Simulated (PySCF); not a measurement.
Atomic charges by several schemes

Compound: MeSiCl3, CH3Cl3Si.
Geometry (GFN2-xTB, Å), atoms numbered from 1 in this order:
```xyz
8
CH3Cl3Si angstrom
C      1.057    0.000    0.107
Si    -0.832    0.001   -0.090
Cl    -1.712   -0.471    1.669
Cl    -1.385   -1.355   -1.485
Cl    -1.467    1.833   -0.668
H      1.551    0.247   -0.829
H      1.377    0.728    0.848
H      1.420   -0.974    0.424
```

Density: PBE0/pcSseg-1 (PySCF); schemes: Mulliken, IAO, Hirshfeld and ESP-fitted. Isolated species at its GFN2-xTB geometry, gas phase.

**Question.** Which atoms carry the highest charge in the Mulliken, IAO, Hirshfeld and ESP-fitted schemes?

**Answer.** All schemes agree: Mulliken Si2 (+0.929); IAO Si2 (+1.068); Hirshfeld Si2 (+0.377); ESP-fitted Si2 (+0.287).

**Question.** At which atom do the 4 schemes differ most?

**Answer.** At Si2: from +0.287 (ESP-fitted) to +1.068 e (IAO), 0.781 e apart.

**Question.** Give the atomic charges in each scheme.

**Answer.** In e:

| atom | environment | Mulliken | IAO | Hirshfeld | ESP-fitted |
| --- | --- | --- | --- | --- | --- |
| C1 | Si-methyl carbon | -0.609 | -0.735 | -0.212 | -0.431 |
| Si2 | chlorine-bound silicon | +0.929 | +1.068 | +0.377 | +0.287 |
| Cl3 | silicon-bound chlorine | -0.268 | -0.285 | -0.107 | -0.102 |
| Cl4 | silicon-bound chlorine | -0.267 | -0.285 | -0.107 | -0.101 |
| Cl5 | silicon-bound chlorine | -0.268 | -0.285 | -0.107 | -0.102 |
| H6 | methyl hydrogen | +0.161 | +0.174 | +0.052 | +0.150 |
| H7 | methyl hydrogen | +0.161 | +0.174 | +0.052 | +0.150 |
| H8 | methyl hydrogen | +0.161 | +0.174 | +0.052 | +0.149 |

Mean size of the charges over all atoms: IAO 0.398 e, Mulliken 0.353 e, ESP-fitted 0.184 e, Hirshfeld 0.133 e. Each set sums to the total charge, 0, to within 0.001 e. The ESP scheme is a least-squares fit of atom-centred charges to the potential on four shells outside the van der Waals surface, with the total charge fixed. The Hirshfeld scheme weights the molecular density at each point by an atom's share of the summed free-atom densities.

**Question.** How many electrons does the ESP-fitted scheme count on Si2?

**Answer.** Z − q = 14 − (+0.287) = 13.713.

**Question.** Sum the charges by element, for elements with more than one atom.

**Answer.** 
| element | atoms | Mulliken | IAO | Hirshfeld | ESP-fitted |
| --- | --- | --- | --- | --- | --- |
| Cl | 3 | -0.802 | -0.855 | -0.321 | -0.305 |
| H | 3 | +0.482 | +0.522 | +0.156 | +0.449 |
